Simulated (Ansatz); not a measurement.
`[AsH2][InH2]` + dimethylamine → `C[N](C)[InH2]` + arsine at 298.15 K and 1 bar (cleavage of the In–As bond).

Computed with Ansatz on PBE0-D4/def2-TZVP structures; ΔE is electronic, products minus reactants. CCSD(T)/CBS adds triple-zeta CCSD(T) − MP2 to the extrapolated MP2 energy (def2 sets, frozen cores). def2 core potentials past Kr. For As, In outer-core shells are correlated without core-valence functions, which leaves a few kJ/mol of doubt a bond. Scalar relativity is left out up to krypton.

| species | CCSD(T)/CBS energy (Eh) | H − E (kJ/mol) | S (J/(mol·K)) |
| --- | --- | --- | --- |
| `[AsH2][InH2]` | -2427.20683 | 87.2 | 315.8 |
| `CNC` | -135.00321 | 256.9 | 271.4 |
| `C[N](C)[InH2]` | -325.40049 | 265.8 | 338.3 |
| `[AsH3]` | -2236.79077 | 67.8 | 222.9 |

H − E and S are ideal-gas, rigid-rotor, harmonic terms from PBE0-D4/def2-TZVP. 1 Eh = 2625.50 kJ/mol, R = 8.31446 J/(mol·K).

Problem. By hand: ΔE, ΔH, ΔS and ΔG.

Solution. ΔE = (-325.40049) + (-2236.79077) − (-2427.20683) − (-135.00321) = 0.01878 Eh = 49.3 kJ/mol. Δ(H − E) = 265.8 + 67.8 − 87.2 − 256.9 = -10.5, so ΔH = 38.8 kJ/mol. ΔS = 338.3 + 222.9 − 315.8 − 271.4 = -26.0 J/(mol·K). ΔG = 38.8 − 298.15 × (-26.0)/1000 = 46.6 kJ/mol.

Problem. By hand: the equilibrium constant, and the temperature at which ΔG would vanish if ΔH and ΔS stayed fixed.

Solution. log₁₀ K = −ΔG/(RT ln 10) = -8.2. ΔH and −TΔS have one sign here, so there is no such temperature.

ΔH outweighs TΔS. A doubt of 5 kJ/mol in ΔE shifts log₁₀ K by 0.9 here. These are equilibria of isolated gas molecules and say nothing of rates. Largest T1 diagnostic: 0.017 (customary marks: 0.02 for closed shells, 0.045 for open ones).
